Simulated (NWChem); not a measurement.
# HS2 anion

```xyz
3

S      0.0329    -1.1278     0.0000
S      0.0616     1.0137     0.0000
H     -1.2701     1.2982     0.0000
```
Atoms are numbered in this order, from 1.

Program: NWChem. The geometry was optimised at B3LYP/def2-SVPD. The gas-phase anion has a positive highest level at the geometry level, so the gas reference is doubtful. Level: M05-2X/aug-cc-pVDZ with COSMO at NWChem's default radii, gas-phase geometry; the question gives the dielectric constant. Reactions with the solvent are ignored.

Q: Estimate the computed values for dielectric constant 4.8. Quantities: electrostatic solvation energy (kcal/mol).

A: 
```yaml
electrostatic solvation energy (kcal/mol): -49.8
```
